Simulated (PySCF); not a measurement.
Compound: (Cl2B-mu-PH2)2.
Bonds: B1–Cl2, B1–Cl3, B1–P4, B1–P8, P4–B5, B5–Cl6, B5–Cl7, B5–P8. Hydrogens: H9, H10 on P4; H11, H12 on P8.

The calculation used PBE0-D3(BJ)/def2-SVP geometry optimisation, gas phase (PySCF 2.14.0).

Task: What internal coordinates does the optimisation give?

Result: 
| bond | length (Å) |
| --- | --- |
| B1–Cl2 and 3 like bonds | 1.813 |
| B1–P4 and 3 like bonds | 2.017 |
| P4–H9 and 3 like bonds | 1.414 |

Bonds in one row agree within 0.01 Å and their mean is given. A selection of angles:
| angle | degrees |
| --- | --- |
| Cl2–B1–Cl3 | 117.4 |
| Cl2–B1–P4 | 112.6 |
| Cl2–B1–P8 | 112.4 |
| P4–B1–P8 | 87.8 |
| B1–P4–B5 | 92.2 |

Dihedral angles: Cl2–B1–P4–B5 -115° (anticlinal); Cl2–B1–P8–B5 115° (anticlinal); B1–P4–B5–Cl6 -112° (anticlinal); P4–B5–P8–B1 -1° (synperiplanar).

B1 (boron bonded to 2 Cl and 2 P) has angles from 87.8° to 117.4°. All 4 B–P bonds measure 2.016 to 2.017 Å. All 4 B–Cl bonds measure 1.812 to 1.814 Å. P4 (phosphorus bonded to 2 B and 2 H) has angles from 92.2° to 115.4°.

Point group: near D2h, missed by 0.11 Å at most; the miss may be what the optimiser left on a soft mode (C2v holds within 0.08 Å). No frequency check. One conformer, not necessarily the lowest.
